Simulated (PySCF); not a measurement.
P (SMILES [P+]), charge +1, triplet. Base run: PySCF with B3LYP/aug-cc-pVDZ.

Input for PySCF:
```python
from pyscf import gto, scf, dft

mol = gto.M(
    atom='''
P     0.00000000    0.00000000    0.00000000
''',
    basis='aug-cc-pvdz',
    charge=1,
    spin=2,
    verbose=4,
)

mf = dft.UKS(mol)
mf.xc = 'b3lyp'
mf.kernel()
```

Variants of this job, named by their change:

```
change                                           ΔE vs base (mEh)  fitting functions
-----------------------------------------------  ----------------  -----------------
base                                                        0.000                  -
auxbasis = def2-svp-ri                                     -405.0                 62
auxbasis = even-tempered beta=1.6                           0.000                320
auxbasis = def2-universal-jkfit                            -0.010                128
auxbasis = autoaux                                         -0.004                184
auxbasis = default (with mf = mf.density_fit())            -0.001                128
auxbasis = cc-pvtz-jkfit                                   -0.001                121
auxbasis = even-tempered beta=2.0                          -0.002                220
auxbasis = def2-universal-jfit                              473.7                 51
auxbasis = cc-pvdz-jkfit                                   -0.001                112
```

A fitting set is made for a task (jfit for Coulomb, jkfit for Coulomb and exchange, ri for correlation) and for a family of orbital bases.

Open shells are given as the SCF converged; they aren't shown to be the lowest states, and a large step between rows can be another state.
